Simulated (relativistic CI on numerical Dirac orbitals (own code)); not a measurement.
## Zeeman pattern of Sn 2091.59 Å at 0.1 T

Problem. The line 5s²5p² ³P1 – 5s²5p5d ³P°0 of Sn lies at 2091.59 Å (air; NIST Handbook). Calculate its Zeeman pattern at B = 0.1 T, seen across the field, in LS coupling, and compare it with the Doppler width at an assumed gas temperature of 400 K.

Working.
1. Landé factors g = 3/2 + [S(S + 1) − L(L + 1)]/[2J(J + 1)]: lower 1.5000, upper none (J = 0).
2. The unit is μB B/hc = 0.46686 × 0.1 = 0.0467 cm⁻¹, or 2.0 mÅ at this wavelength. A component is shifted by g_u m_u − g_l m_l units. Seen across the field, the strengths for lower J and m are J² − m² (π) and ¼(J − m)(J − m − 1) (σ).
3. π components (Δm = 0), symmetric about zero, as shift (strength, strongest of all = 100): 0.000 (100).
4. σ components with Δm = +1, mirrored for −1: 1.500 (50).
5. The centre of the σ group lies at ḡ = 1.500 units, 3.1 mÅ from the line centre.
6. The Doppler width is 7.16 × 10⁻⁷ λ √(T/M) = 2.7 mÅ (FWHM, M = 120), so the sum of Gaussians shows separate peaks away from the centre.

Check. A relativistic CI calculation gives g = 1.5011 and none (J = 0) for the two levels. The nearest fine-structure partner lies 505 cm⁻¹ away, 10821 Zeeman units, so the weak-field formulas hold; hyperfine structure, which matters at weak fields for isotopes with nuclear spin, is neglected.
